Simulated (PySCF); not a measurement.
GaH2, SMILES [GaH2], multiplicity 2. Atoms are numbered in the order given.

```xyz
3

Ga     0.0000     0.0000     0.0485
H      0.0000    -1.3863    -0.7523
H      0.0000     1.3863    -0.7523
```
Charge 0, spin multiplicity 2.

Geometry: B3LYP-D3(BJ)/def2-TZVPD. The multiplicity is an assumed one; other spin states were not compared. The isomer is the one that the SMILES or the coordinates give; other isomers of the formula were not compared.

Method: B3LYP-D3(BJ)/def2-TZVPD (PySCF 2.14.0).

Frequencies are harmonic and unscaled.

```csv
mode,ν (cm⁻¹),IR (km/mol),moving atoms (share of kinetic energy)
1,733,121.0,H 98 %
2,1755,98.6,H 99 %
3,1829,383.2,H 98 %
```
